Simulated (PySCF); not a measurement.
# Dipole response of Al²⁺ (aluminium, charge +2)

[Ne] 3s1, 2S determinant. Computed with PySCF 2.14 in aug-cc-pwCVDZ, with no relativity, point nucleus. Coupled (time-dependent) response in atomic units; α is the mean over directions. A double-zeta set is small for polarisabilities.

```json
{"method": "UHF", "mean α (bohr³)": "15.54", "C₆ (like pair)": "44.55", "S(−4)": "271.8"}
{"method": "PBE", "mean α (bohr³)": "13.90", "C₆ (like pair)": "37.64", "S(−4)": "220.0"}
{"method": "PBE0", "mean α (bohr³)": "14.42", "C₆ (like pair)": "39.74", "S(−4)": "236.3"}
{"method": "revPBE", "mean α (bohr³)": "14.40", "C₆ (like pair)": "39.64", "S(−4)": "236.6"}
{"method": "r2SCAN0", "mean α (bohr³)": "14.84", "C₆ (like pair)": "42.06", "S(−4)": "243.0"}
```

S(−4) is the Cauchy moment in α(ω) = α(0) + S(−4) ω² + …

α(iu) at PBE:

```csv
u (hartree),α(iu) (bohr³)
0,13.90
0.0500,13.37
0.100,12.01
0.200,8.558
0.300,5.841
0.500,2.996
0.750,1.636
1.00,1.069
1.50,0.6175
2.00,0.4383
3.00,0.2830
5.00,0.1616
```

A single London oscillator, α(iu) = α/(1 + u²/ω²), gives C₆ = (3/4) ω α². Matching the computed C₆ needs ω = 4 × 37.64 / (3 × 13.90²) = 0.260 hartree.

For an ion, C₆ is the dispersion term alone; charge-induced terms of lower order in 1/R come first.
